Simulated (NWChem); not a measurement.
Species: CH$_{4}$F$_{2}$Si; SMILES F[SiH](F)C

```xyz
8

Si    -0.0002    -0.0644     0.3359
C     -0.0006     1.6903    -0.2370
F     -1.2958    -0.8298    -0.2564
F      1.2953    -0.8297    -0.2570
H      0.0002    -0.2473     1.8062
H     -0.8919     2.2208     0.1318
H      0.8925     2.2203     0.1284
H     -0.0026     1.7369    -1.3368
```
Atoms are numbered in this order, from 1.

Results from NWChem. Geometry optimised at PBE0/def2-SVP; all other runs use it. 

| quantity | level | value |
|---|---|---|
| vertical, lowest state with f > 0.02, singlet (eV) | PBE0/def2-SVPD, TDA | 9.02 |
| anisotropy (bohr³), static | PBE0/def2-SVPD | 5.8 |
| −ε(HOMO) (eV) | PBE/def2-SVP | 7.81 |
| solvation free energy (kcal/mol) in n-hexane | PBE0/def2-SVP, SMD | -1.7 |
| dipole (D) | PBE0/def2-SVP | 2.27 |
| highest harmonic frequency (cm⁻¹) | PBE0/def2-SVP | 3175 |
